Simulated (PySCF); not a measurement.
C7H8N (doublet state).
Z-matrix (Å and degrees, GFN2-xTB geometry), rows numbered from 1:
```
C 
C   1  1.3591
C   2  1.3913  1  123.42
N   3  1.3614  2  125.81  1   179.91
C   4  1.3718  3  128.35  2     0.03
C   5  1.3647  4  108.77  3   179.85
C   6  1.4170  5  107.28  4     0.01
C   7  1.3632  6  106.97  5    -0.00
H   1  1.0740  2  121.53  3  -179.98
H   1  1.0760  2  121.26  3    -0.06
H   2  1.0810  1  118.35  3  -179.96
H   3  1.0806  2  119.31  1    -0.07
H   5  1.0706  4  121.90  3    -0.18
H   6  1.0721  5  126.35  4  -179.96
H   7  1.0720  6  126.45  5  -179.99
H   8  1.0723  4  120.73  3     0.17
```

The hyperfine couplings belong to this conformer and change with its torsions.

The species is `C=C[CH]n1cccc1` [radical].

Method used: PySCF, UKS B3LYP, pcH-1 on C H N, non-relativistic, mean-field spin-orbit, GIAO. The structure is a single GFN2-xTB conformer in the gas phase; no vibrational or solvent corrections. The geometry wasn't refined by DFT: couplings that depend on bond lengths, twists or pyramidal angles can differ widely from those at the functional's own minimum. No stability test was run, so a lower SCF solution isn't excluded.

Question: Break the g tensor into its mass correction, gauge correction and orbital-Zeeman/spin–orbit terms.

Answer: 
| Δg (ppm) | 1 | 2 | 3 |
| --- | --- | --- | --- |
| relativistic mass correction | -153 | -153 | -153 |
| gauge correction | 1 | 43 | 27 |
| orbital Zeeman/spin–orbit | -2 | 365 | 837 |
| total | -154 | 255 | 711 |

So g = 2.00217, 2.00257, 2.00303 and g_iso = 2.00259; the tensor is rhombic: the two nearest values differ by 47 % of g3 − g1. Axes: g1 is normal to the molecular plane and g2 points within 1° of the C1–C2 bond.

Question: How much does each term add to the isotropic shift?

Answer: The orbital-Zeeman/spin–orbit term 400, the mass correction -153 and the gauge correction 24 ppm, for a total of 271 ppm. The orbital-Zeeman/spin–orbit term is the largest in size. The mass correction is the same along every axis, so the anisotropy comes from the other two: their spans along these axes are 42 (gauge) and 839 ppm (orbital Zeeman/spin–orbit).

Question: What effective moment and Curie constant follow for a powder?

Answer: With the mean of g² = 4.0104 and S(S+1) = 0.75: μ_eff = √(⟨g²⟩S(S+1)) = 1.734 μB and χT = 0.12505·⟨g²⟩·S(S+1) = 0.376 cm³ K/mol (cgs; spin-Hamiltonian part alone).

Question: What are the electron Larmor frequencies g μB B/h along the three axes at 350 mT?

Answer: 9.8080, 9.8100, 9.8122 GHz for g1, g2 and g3, a range of 4.2 MHz.

Question: In a frozen sample, at which fields do the three g values resonate at 9.5, 34, 94 and 263 GHz (hyperfine left aside), and which band first spreads them over more than twice a line width of 0.5 mT?

Answer: 
| band | GHz | B(g3) mT | B(g2) mT | B(g1) mT | spread mT |
| --- | --- | --- | --- | --- | --- |
| X | 9.5 | 338.86 | 338.94 | 339.01 | 0.15 |
| Q | 34.0 | 1212.77 | 1213.05 | 1213.30 | 0.52 |
| W | 94.0 | 3352.96 | 3353.73 | 3354.41 | 1.45 |
| J | 263.0 | 9381.16 | 9383.30 | 9385.22 | 4.05 |

The spread grows in proportion to the frequency. W band is the first where it exceeds 1.0 mT.

Largest spin populations (Mulliken): C1 (+0.59), C3 (+0.58), C2 (-0.23) and C6 (+0.06). The positive populations add up to 1.32 and the negative ones to -0.32, together 2S = 1. The angles at C1 add up to 360.0°, so it is planar.

The HOMO–LUMO gaps are 4.77 eV among the α and 3.93 eV among the β orbitals.

Time: 60 s of wall time (with the writing of density and orbital grids); peak memory 0.97 GiB. Hardware: one thread of an Arm Neoverse V2 (shared host).
